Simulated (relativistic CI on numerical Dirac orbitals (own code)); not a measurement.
Ions with 10 electrons, Sn XLI to Tm LX

Computed by Dirac-Coulomb-Breit CI, separate exchange-only KLI orbitals for each configuration, model QED (radiative potential, 1s self-energy scaled to tabulated hydrogen-like ionisation energies), unscaled Slater integrals (own radial code, finite nucleus).

Configurations in the expansion (outside the closed core 1s2): 2s²2p⁶, 2s²2p⁵3s, 2s²2p⁵3p, 2s²2p⁵3d, 2s2p⁶3s, 2s2p⁶3p, 2s2p⁶3d. Levels of other configurations are missing.

Energies above each ion's lowest level, in eV. Levels are followed by their leading LS label, which can pass from one level to another where the coupling changes.

```csv
Ion,2s²2p⁶ ¹S0,2s²2p⁵3s ³P°2,2s²2p⁵3s ¹P°1,2s²2p⁵3p ³P1,2s²2p⁵3p ³D2,2s²2p⁵3p ³D3,2s²2p⁵3p ¹P1
Sn XLI,0,3543.1,3548.1,3626,3628.6,3687.8,3687.9
Sb XLII,0,3704.4,3709.6,3789.8,3792.3,3857.4,3857.5
Te XLIII,0,3869.2,3874.5,3956.9,3959.4,4030.9,4030.9
I XLIV,?,?,?,?,?,?,?
Xe XLV,0,4208.7,4214.3,4301.4,4303.8,4389.2,4389.3
Cs XLVI,0,4383.4,4389.1,4478.6,4481,4574.1,4574.2
Ba XLVII,0,4561.4,4567.3,4659.1,4661.5,4762.9,4763
La XLVIII,0,4742.7,4748.7,4843,4845.3,4955.6,4955.7
Ce XLIX,0,4927.2,4933.4,5030.1,5032.4,5152.1,5152.1
Pr L,0,5115,5121.3,5220.4,5222.8,5352.4,5352.5
Nd LI,0,5305.9,5312.4,5414,5416.3,5556.6,5556.7
Pm LII,0,5500,5506.6,5610.8,5613,5764.7,5764.8
Sm LIII,0,5697.3,5704,5810.7,5812.9,5976.6,5976.8
Eu LIV,0,5897.6,5904.5,6013.8,6016,6192.4,6192.6
Gd LV,0,6101,6108,6219.9,6222.1,6412.1,6412.3
Tb LVI,0,6307.4,6314.6,6429.2,6431.3,6635.7,6635.9
Dy LVII,0,6516.8,6524.2,6641.5,6643.6,6863.2,6863.4
Ho LVIII,0,6729.2,6736.7,6856.7,6858.8,7094.6,7094.8
Er LIX,0,6944.5,6952.2,7075,7077,7329.8,7330.1
Tm LX,0,7162.7,7170.5,7296.2,7298.1,7569,7569.3
```

(1) Fill in the row of I XLIV.

The lowest level keeps the configuration 2s²2p⁶ and J = 0 throughout.

Between Z = 66 and 69 the energy of 2s²2p⁵3s ³P°2 follows a local power law Z^2.1. For orientation: electrostatic splittings inside a shell grow about linearly with the screened charge, excitations that change n as its square, and fine structure as its fourth power; written in Z itself the exponents are larger, since the screened charge grows faster in proportion.

Results:

(1) 2s²2p⁶ ¹S0 0, 2s²2p⁵3s ³P°2 4037.2, 2s²2p⁵3s ¹P°1 4042.7, 2s²2p⁵3p ³P1 4127.5, 2s²2p⁵3p ³D2 4129.9, 2s²2p⁵3p ³D3 4208.1, 2s²2p⁵3p ¹P1 4208.2 (eV).
